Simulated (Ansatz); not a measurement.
`C=C[SiH](F)N[SiH2]F` → 2 C• + 2 F• + 7 H• + N• + 2 Si•  (atomization)

Calculated with Ansatz (gas phase, PBE0-D4/def2-TZVP geometries, no zero-point term in ΔE). CCSD(T)/CBS is the MP2 limit (def2-TZVPP, def2-QZVPP) plus CCSD(T) − MP2 in def2-TZVPP, frozen cores. This one scheme is used for every species, atoms too. Functionals use def2-TZVPP. B3LYP here is the variant with VWN-RPA as its local correlation; programs differ in this. Open shells (•) are unrestricted, without spin–orbit coupling. Spin–orbit coupling would lower the free atoms: a little for C, F, Si. Each species was taken in one conformer, which may not be the lowest.

| level | ΔE (eV) | difference from CCSD(T)/CBS |
| --- | --- | --- |
| PBE-D4 | 57.82 | 0.46 |
| r2SCAN-D4 | 57.15 | -0.21 |
| B3LYP-D4 | 57.15 | -0.21 |
| ωB97M-V | 57.38 | 0.02 |
| PBE0 | 56.56 | -0.80 |
| HF/def2-TZVPP | 42.40 | -14.96 |
| CCSD/def2-TZVPP | 54.92 | -2.44 |
| HF/def2-QZVPP | 42.56 | -14.80 |
| SCS-MP2/def2-QZVPP | 57.69 | 0.33 |
| CCSD/CBS(def2) | 56.56 | -0.80 |
| CCSD(T)/CBS | 57.36 | 0 |

Largest T1 diagnostic among the species: 0.012.

The D4 term adds +0.58 eV with B3LYP and +0.31 eV with PBE0; it sums over pairs of atoms, weighted by their polarisabilities, and B3LYP, whose exchange is more repulsive, gets the larger term. In def2-TZVPP, CCSD(T) changes the Hartree–Fock value by +13.32 eV (the triples alone add +0.80 eV) and MP2 by +14.45 eV; breaking electron pairs costs correlation energy, which Hartree–Fock lacks. From PBE to PBE0 (25 % exact exchange), in def2-TZVPP and without D4, ΔE moves by −0.89 eV: exact exchange takes away binding that semilocal exchange gives to molecules.

For atomizations the MP2-based limit and the directly extrapolated one differ by several kJ/mol either way, and by 10 to 25 for some Ge, Se and Sn compounds, so smaller differences from it don't rank the levels.
